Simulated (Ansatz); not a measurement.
## A ladder of methods for CH2NSn (SMILES N#[C][SnH2])

CH2NSn: 5 atoms, total charge 0, spin state doublet. As SMILES, `N#[C][SnH2]`. Geometry: optimised at r2SCAN/def2-SVP.

```xyz
5

N     0.8370   -1.5450    1.6794
C     0.5081   -0.8540    0.7975
Sn    0.0135    0.3337   -0.9028
H    -1.6563    0.0395   -1.1845
H     0.3476    1.9522   -0.4310
```

Each level gives the dissociation energy of the C2–N1 bond into singlet CH2Sn and quartet N (shapes relaxed at r2SCAN/def2-SVP, no zero-point term) (eV). The values are calculated.

```json
{"level": "UHF/def2-TZVPP (core potential)", "kind": "Hartree–Fock", "program": "Ansatz", "value (eV)": "7.33", "CPU time (all runs)": "7.9 s"}
{"level": "USVWN5/def2-TZVPP (core potential)", "kind": "LDA", "program": "Ansatz", "value (eV)": "10.52", "CPU time (all runs)": "1.9 s"}
{"level": "UBLYP/def2-TZVPP (core potential)", "kind": "GGA", "program": "Ansatz", "value (eV)": "9.48", "CPU time (all runs)": "3.8 s"}
{"level": "U-r2SCAN/def2-TZVPP (core potential)", "kind": "meta-GGA", "program": "Ansatz", "value (eV)": "9.47", "CPU time (all runs)": "6.8 s"}
{"level": "UPBE0-D4/def2-TZVPP (core potential)", "kind": "global hybrid", "program": "Ansatz", "value (eV)": "9.59", "CPU time (all runs)": "4 s"}
{"level": "U-wB97M-V/def2-TZVPP (core potential)", "kind": "range-separated hybrid", "program": "Ansatz", "value (eV)": "9.66", "CPU time (all runs)": "19 s"}
{"level": "UCAM-B3LYP/def2-TZVPP (core potential)", "kind": "range-separated hybrid", "program": "Ansatz", "value (eV)": "9.68", "CPU time (all runs)": "5.4 s"}
{"level": "UB2PLYP/def2-TZVPP (core potential)", "kind": "double hybrid", "program": "Ansatz", "value (eV)": "9.52", "CPU time (all runs)": "9.6 s"}
{"level": "RPA@PBE/def2-TZVPP (core potential)", "kind": "RPA", "program": "Ansatz", "value (eV)": "8.69", "CPU time (all runs)": "10 s"}
{"level": "UMP2/def2-TZVPP (core potential)", "kind": "perturbation theory", "program": "Ansatz", "value (eV)": "9.73", "CPU time (all runs)": "6.9 s"}
```

Spin-orbit coupling, which can split open shells on such heavy atoms by tenths of an eV, is left out. The values span 7.33 to 10.52 eV. Hartree–Fock misses the correlation of the electron pair that is broken and comes out low. A fragment with an even electron count was run as a singlet and may have a lower triplet. Measured bond enthalpies also hold zero-point and thermal terms, a few tenths of an eV less. In the correlated wave-function rows the outer d shell of Sn is correlated, in sets not made for it. CPU times are rough (shared hosts, several kinds of processor): they show what a rung costs within a factor of a few.
